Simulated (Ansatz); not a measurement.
Frontier orbitals of `O1[SiH2][AsH]1`.

```json
{"atom": "O1", "x (Å)": "0.466", "y (Å)": "-1.206", "z (Å)": "-0.033"}
{"atom": "Si2", "x (Å)": "0.535", "y (Å)": "0.434", "z (Å)": "-0.210"}
{"atom": "As3", "x (Å)": "-1.353", "y (Å)": "-0.806", "z (Å)": "-0.415"}
{"atom": "H4", "x (Å)": "1.259", "y (Å)": "0.935", "z (Å)": "-1.401"}
{"atom": "H5", "x (Å)": "0.850", "y (Å)": "1.209", "z (Å)": "1.012"}
{"atom": "H6", "x (Å)": "-1.757", "y (Å)": "-0.566", "z (Å)": "1.047"}
```

The species carries charge 0 and has multiplicity 1. Correlated methods include outer-core shells of As, which these sets cover unevenly. Scalar relativity is left out up to krypton. The structure was optimised at the PBE0-D4/def2-TZVP level. Basis def2-TZVPP, the Gaussian-basis code of Ansatz.

```tsv
functional	HOMO (eV)	LUMO (eV)	gap (eV)
PBE	-6.11	-2.17	3.94
BLYP	-5.94	-2.05	3.89
PBE0	-7.16	-1.27	5.89
BHLYP	-8.06	-0.30	7.76
ωB97X-V	-9.32	0.86	10.18
ωB97M-V	-9.17	0.70	9.87
```

Task: What is the vertical ionisation energy at frozen-core CCSD(T)/def2-TZVPP? (Estimate.)

Result: The calculation gave: 9.34 eV (T1 of the cation 0.021).

From PBE to PBE0 the HOMO moves by −1.05 eV and the LUMO by +0.90 eV, and with ωB97M-V by −3.06 and +2.87 eV, so the gap grows from 3.94 to 9.87 eV with exact exchange. A positive LUMO is unbound and depends on the basis. −ε(HOMO) differs from that ionisation energy by −3.23 eV with PBE and −0.18 eV with ωB97M-V.
